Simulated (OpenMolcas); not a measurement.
## C2+: effect of the basis set

* Program: OpenMolcas
* Method: CASSCF
* Active space: 2 electrons in 8 orbitals (2s 2p 3s 3p)
* State averaging: 2S+1 = 3 even, 3 roots; 2S+1 = 1 even, 7 roots; 2S+1 = 3 odd, 3 roots; 2S+1 = 1 odd, 3 roots
* Spin-orbit coupling: state interaction with AMFI integrals over the reference wave functions, term energies averaged over their components

A. ANO-RCC-VTZP [4s3p2d1f], DKH2, point nucleus; cost about 15 core-seconds
B. ANO-R2 [4s4p2d1f], X2C, finite nucleus; cost roughly 18 core-seconds
C. ANO-RCC-VQZP [5s4p3d2f1g], DKH2, point nucleus; cost of the order of 25 core-seconds
D. ANO-RCC [8s8p4d3f2g], DKH2, point nucleus; cost of the order of 18 core-seconds

Energies in cm⁻¹ above 2s² ¹S₀, the measured ground level; measured values from Moore, Selected Tables of Atomic Spectra, NSRDS-NBS 3, section 3.

```json
{"Level": "2s² ¹S₀", "A": "0.0", "B": "0.0", "C": "0.0", "D": "0.0", "Measured": "0.0"}
{"Level": "2s 2p ³P°₀", "A": "52897", "B": "52914", "C": "52854", "D": "52855", "Measured": "52367"}
{"Level": "2s 2p ³P°₁", "A": "52923", "B": "52940", "C": "52881", "D": "52881", "Measured": "52391"}
{"Level": "2s 2p ³P°₂", "A": "52977", "B": "52992", "C": "52935", "D": "52935", "Measured": "52447"}
{"Level": "2s 2p ¹P°₁", "A": "112197", "B": "112125", "C": "112022", "D": "112063", "Measured": "102352"}
{"Level": "2p² ³P₀", "A": "138837", "B": "138989", "C": "138803", "D": "138863", "Measured": "137426"}
{"Level": "2p² ³P₁", "A": "138864", "B": "139015", "C": "138830", "D": "138890", "Measured": "137454"}
{"Level": "2p² ³P₂", "A": "138916", "B": "139067", "C": "138883", "D": "138943", "Measured": "137502"}
{"Level": "2p² ¹D₂", "A": "155284", "B": "155403", "C": "155197", "D": "155266", "Measured": "145876"}
{"Level": "2p² ¹S₀", "A": "191043", "B": "191007", "C": "190809", "D": "190833", "Measured": "182520"}
```

Deviations, from unrounded energies. A percentage is the sum of absolute deviations over the sum of measured energies, with the sign that they share, or ± where signs differ.

```tsv
Against measurement	Levels	A	B	C	D
mean absolute deviation (cm-1)	9	3700	3800	3700	3700
other configurations (%)	9	+3.4	+3.4	+3.3	+3.3
```

A, B, C, D lie about equally close to measurement. The largest miss of C in the table is 2s 2p ¹P°₁, by +9700 cm-1. The ranking rests on the paired levels alone, and a cruder setting can come out closer through cancelling errors.

Among A to D the level of the table that moves most is 2p² ¹S₀, by 230 cm-1 (lowest in C, highest in A).

Active for correlation alone: 3p 3s; no level in the range computed is led by a configuration that fills them, so any true level of that kind is missing. Measured partners are found by configuration, term and J. A level has none where our copy of the source lacks it or the pairing is in doubt (some pairs that miss far off the trend of their configuration count as doubtful), and it then counts in no deviation. Only configurations of the active space appear.

° marks odd parity.
